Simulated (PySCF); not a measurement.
H₂O₃Ti, SMILES [O]=[Ti]([OH])[OH], multiplicity 1. Atoms are numbered in the order given.

```xyz
6

Ti    -0.1782     0.0467     0.0000
O      0.1567     1.6284     0.0000
O      0.1140    -0.8266    -1.5808
H      0.4217    -0.4148    -2.4074
O      0.1140    -0.8266     1.5808
H      0.4217    -0.4148     2.4074
```
Charge 0, spin multiplicity 1.

The structure is a stationary point at PBE-D3(BJ)/def2-SVP. The multiplicity is an assumed one; other spin states were not compared. Other conformers were not sampled.

Level of theory: PBE-D3(BJ)/def2-SVP in PySCF.

Frequencies are harmonic and unscaled.

Computed harmonic wavenumbers and intensities:
```json
[
 {"mode": "1", "ν (cm⁻¹)": "91", "IR (km/mol)": "20.7", "moving atoms (share of kinetic energy)": "Ti 44 %, O 40 %, H 16 %"},
 {"mode": "2", "ν (cm⁻¹)": "200", "IR (km/mol)": "3.1", "moving atoms (share of kinetic energy)": "O 72 %, Ti 15 %, H 14 %"},
 {"mode": "3", "ν (cm⁻¹)": "229", "IR (km/mol)": "17.2", "moving atoms (share of kinetic energy)": "O 73 %, H 18 %, Ti 9 %"},
 {"mode": "4", "ν (cm⁻¹)": "475", "IR (km/mol)": "3.3", "moving atoms (share of kinetic energy)": "H 80 %, O 20 %"},
 {"mode": "5", "ν (cm⁻¹)": "485", "IR (km/mol)": "228.3", "moving atoms (share of kinetic energy)": "H 86 %, O 13 %"},
 {"mode": "6", "ν (cm⁻¹)": "531", "IR (km/mol)": "146.6", "moving atoms (share of kinetic energy)": "H 75 %, O 25 %"},
 {"mode": "7", "ν (cm⁻¹)": "553", "IR (km/mol)": "151.1", "moving atoms (share of kinetic energy)": "H 81 %, O 17 %"},
 {"mode": "8", "ν (cm⁻¹)": "690", "IR (km/mol)": "50.2", "moving atoms (share of kinetic energy)": "O 84 %, Ti 11 %"},
 {"mode": "9", "ν (cm⁻¹)": "787", "IR (km/mol)": "172.4", "moving atoms (share of kinetic energy)": "O 50 %, Ti 40 %, H 10 %"},
 {"mode": "10", "ν (cm⁻¹)": "1063", "IR (km/mol)": "182.7", "moving atoms (share of kinetic energy)": "O 73 %, Ti 27 %"},
 {"mode": "11", "ν (cm⁻¹)": "3760", "IR (km/mol)": "212.0", "moving atoms (share of kinetic energy)": "H 94 %"},
 {"mode": "12", "ν (cm⁻¹)": "3764", "IR (km/mol)": "13.4", "moving atoms (share of kinetic energy)": "H 94 %"}
]
```
